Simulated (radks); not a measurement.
All-electron atom: Zr+ in [Kr] 4d2 5s1. All-electron calculation, Dirac Kohn-Sham, BLYP, spin-unpolarised, spherical densities, point nucleus; open shells are shared between the two j in proportion to 2j + 1. Program: a radial shooting solver on a logarithmic mesh with Libxc functionals.

Normalised radial functions P(r) = r R(r) (large component), r in bohr:

r,3d5/2,5s1/2,4d3/2
0.001957,0.0000,0.0186,0.0000
0.00226,0.0000,0.0211,0.0000
0.002631,0.0000,0.0240,0.0000
0.003038,0.0000,0.0270,0.0000
0.003537,0.0001,0.0306,0.0000
0.004084,0.0001,0.0343,0.0000
0.004755,0.0001,0.0385,0.0000
0.005491,0.0002,0.0428,0.0001
0.006393,0.0003,0.0476,0.0001
0.007383,0.0005,0.0522,0.0002
0.008595,0.0008,0.0572,0.0002
0.009926,0.0012,0.0617,0.0003
0.01156,0.0018,0.0660,0.0005
0.01335,0.0027,0.0694,0.0008
0.01554,0.0042,0.0718,0.0012
0.01794,0.0062,0.0726,0.0017
0.02089,0.0094,0.0711,0.0026
0.02412,0.0139,0.0670,0.0038
0.02808,0.0208,0.0592,0.0056
0.03243,0.0304,0.0480,0.0082
0.03776,0.0448,0.0317,0.0119
0.04361,0.0641,0.0120,0.0170
0.05076,0.0925,-0.0128,0.0244
0.05863,0.1295,-0.0390,0.0339
0.06825,0.1822,-0.0674,0.0475
0.07882,0.2479,-0.0922,0.0642
0.09176,0.3370,-0.1122,0.0868
0.106,0.4424,-0.1210,0.1131
0.1234,0.5763,-0.1154,0.1462
0.1425,0.7229,-0.0929,0.1815
0.1659,0.8931,-0.0506,0.2212
0.1916,1.0597,0.0044,0.2579
0.223,1.2270,0.0704,0.2908
0.2575,1.3611,0.1296,0.3110
0.2998,1.4584,0.1744,0.3140
0.3463,1.4929,0.1870,0.2937
0.4031,1.4585,0.1594,0.2430
0.4655,1.3586,0.0935,0.1657
0.542,1.1922,-0.0093,0.0551
0.6259,0.9946,-0.1204,-0.0719
0.7286,0.7685,-0.2265,-0.2196
0.8415,0.5615,-0.2913,-0.3610
0.9796,0.3716,-0.3003,-0.4981
1.131,0.2305,-0.2423,-0.6036
1.317,0.1254,-0.1153,-0.6779
1.521,0.0630,0.0494,-0.7082
1.771,0.0267,0.2404,-0.6987
2.045,0.0102,0.4077,-0.6556
2.381,0.0031,0.5415,-0.5826
2.75,0.0008,0.6099,-0.4962
3.201,0.0002,0.6136,-0.3963
3.697,0.0000,0.5581,-0.3021
4.303,0.0000,0.4551,-0.2113
4.97,0.0000,0.3386,-0.1393
5.786,0.0000,0.2203,-0.0814
6.682,0.0000,0.1295,-0.0439
7.779,0.0000,0.0639,-0.0201
8.984,0.0000,0.0281,-0.0083
10.46,0.0000,0.0098,-0.0027
12.08,0.0000,0.0030,-0.0008
14.06,0.0000,0.0007,-0.0002

3d5/2: eigenvalue -180.15 eV, 0 radial nodes, <r> = 0.454 bohr, 90 % of the charge inside 0.731 bohr. 5s1/2: eigenvalue -9.948 eV, 4 radial nodes at r = 0.0471, 0.190, 0.535, 1.46 bohr, <r> = 3.42 bohr, 90 % of the charge inside 5.00 bohr. 4d3/2: eigenvalue -9.945 eV, 1 radial node at r = 0.578 bohr, <r> = 2.14 bohr, 90 % of the charge inside 3.45 bohr.
